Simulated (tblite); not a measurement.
Isomers of C5H4F4O2. Computed values, GFN2-xTB/tblite, gas phase, harmonic and unscaled. The method is semi-empirical: single wavenumbers can be off by several per cent or more. One conformer each.

Electronic energies: GFN2-xTB at the same geometries; isomer energies are rough at this level and their order can be wrong.

| SMILES | electronic energy, lowest = 0 (kJ/mol) |
| --- | --- |
| O=C1CO[C@@H]1[C@H](F)C(F)(F)F | 119.1 |
| F/C=C\O/C=C(/F)OC(F)F | 146.0 |
| O=C1[C@H](C(F)(F)F)O[C@@H]1CF | 105.9 |
| O=C1CO[C@@H]1[C@@H](F)C(F)(F)F | 117.5 |
| F[C@@H]1C=CO[C@@H]1OC(F)(F)F | 0.0 |

**Question.** How do GFN2-xTB zero-point energies change the relative energies?

**Answer.** 
```csv
SMILES,ZPE (kJ/mol),of it from modes above 1550 cm⁻¹,electronic (kJ/mol),"with ZPE, lowest = 0 (kJ/mol)",lowest mode (cm⁻¹),rings
F[C@@H]1C=CO[C@@H]1OC(F)(F)F,236.4,82.9,0.0,0.0,21,1
O=C1[C@H](C(F)(F)F)O[C@@H]1CF,233.1,81.8,105.9,102.7,37,1
O=C1CO[C@@H]1[C@@H](F)C(F)(F)F,232.6,81.5,117.5,113.8,26,1
O=C1CO[C@@H]1[C@H](F)C(F)(F)F,232.3,81.6,119.1,115.1,27,1
F/C=C\O/C=C(/F)OC(F)F,230.0,93.8,146.0,139.7,13,0
```

The zero-point energies span 6.4 kJ/mol, from `F/C=C\O/C=C(/F)OC(F)F` to `F[C@@H]1C=CO[C@@H]1OC(F)(F)F`. The order is unchanged.

**Question.** What do entropy and thermal enthalpy add at 298.15 K and 1 bar (rigid rotor, harmonic oscillator, one conformer each)?

**Answer.** 
| SMILES | point group | symmetry number | S (J/(mol K)) | H − H(0) (kJ/mol) | ZPE + H − H(0) − TS (kJ/mol) |
| --- | --- | --- | --- | --- | --- |
| O=C1[C@H](C(F)(F)F)O[C@@H]1CF | C1 | 1 | 432.4 | 29.64 | 133.9 |
| O=C1CO[C@@H]1[C@@H](F)C(F)(F)F | C1 | 1 | 427.1 | 29.30 | 134.6 |
| O=C1CO[C@@H]1[C@H](F)C(F)(F)F | C1 | 1 | 431.5 | 29.55 | 133.2 |

Not tabulated: `F[C@@H]1C=CO[C@@H]1OC(F)(F)F` (lowest mode only 21 cm⁻¹); `F/C=C\O/C=C(/F)OC(F)F` (lowest mode only 13 cm⁻¹).
